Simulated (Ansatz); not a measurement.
Cartesian coordinates (Å):
```xyz
6

C     -0.6166     0.0456    -0.0074
B      0.6634     0.1116     0.8769
O      1.7214    -0.1287     0.0158
B      0.6568    -0.2102    -0.8665
H     -1.2921    -0.7931     0.1498
H     -1.1590     0.9737    -0.1767
```
Charge 0, multiplicity 1.

The numbers are results of frozen-core CCSD(T)/cc-pVTZ // r2SCAN-D4/def2-TZVP in Ansatz (an electronic-structure program), not measurements. The restricted HF reference is unstable towards unrestricted orbitals.

```json
{
 "HF energy": "-163.23604 Ha",
 "MP2 correlation energy": "-0.60076 Ha"
}
```

Q: Estimate the CCSD correlation energy, the (T) correction, the total energy and the T1 diagnostic.

A: 
```
Property                        Result
-----------------------  -------------
CCSD correlation energy    -0.61189 Ha
(T) correction             -0.03528 Ha
CCSD(T) total energy     -163.88321 Ha
T1 diagnostic                    0.021
```
